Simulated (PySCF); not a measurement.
C9H10S.
Bonds: C1–C2 (double), C2–C3, C2–C4, C4–C5 (aromatic), C5–C6 (aromatic), C6–C7 (aromatic), C7–C8 (aromatic), C8–S9, C8–C10 (aromatic), C4–C10 (aromatic). Hydrogens: H11, H12 on C1; H13, H14, H15 on C3; H16 on C5; H17 on C6; H18 on C7; H19 on S9; H20 on C10.

Torsions of this conformer, `[CH2:1]=[C:2]([CH3:3])[c:4]1[cH:5][cH:6][cH:7][c:8]([SH:9])[cH:10]1`: C1–C2–C4–C5 150°, H–S9–C8–C7 -179°.

The closed-shell ground state was solved at several levels (PySCF, density fitting, gas phase, non-relativistic). The structure is a single PBE0-D3(BJ)/def2-SVP conformer in the gas phase; no vibrational or solvent corrections.

```csv
level,basis functions,total energy (Eh),HOMO (eV),LUMO (eV),gap (eV),dipole (D)
wB97X-D/def2-SVPD,287,-746.6691,-8.08,0.61,8.69,1.41
HF/pcSseg-1,227,-744.0551,-8.28,2.53,10.81,1.56
```

Task: Estimate the row for PBE0/pcSseg-1, a basis of 227 functions; the other rows only guide the guess.

Result: Total energy -746.5283 Eh, HOMO -6.35 eV, LUMO -1.02 eV, gap 5.33 eV, dipole 1.37 D.

Task: Over all these levels, which gives the widest orbital gap and which the narrowest?

Result: HF/pcSseg-1 (Hartree–Fock, all exact exchange) has the widest, 10.81 eV, and PBE0/pcSseg-1 (global hybrid, 25 % exact exchange) the narrowest, 5.33 eV. The two share the basis. From the narrowest to the widest the HOMO moves by -1.93 eV and the LUMO by +3.55 eV. The HOMO need not be the same orbital at Hartree–Fock and at DFT levels.

Task: How far do the dipole and the HOMO energy spread over the levels?

Result: The dipole runs from 1.37 to 1.56 D (mean 1.45 D) and the HOMO from -8.28 to -6.35 eV.

Note: wB97X-D ran without an empirical dispersion term, which enters the total energy and its gradient alone.
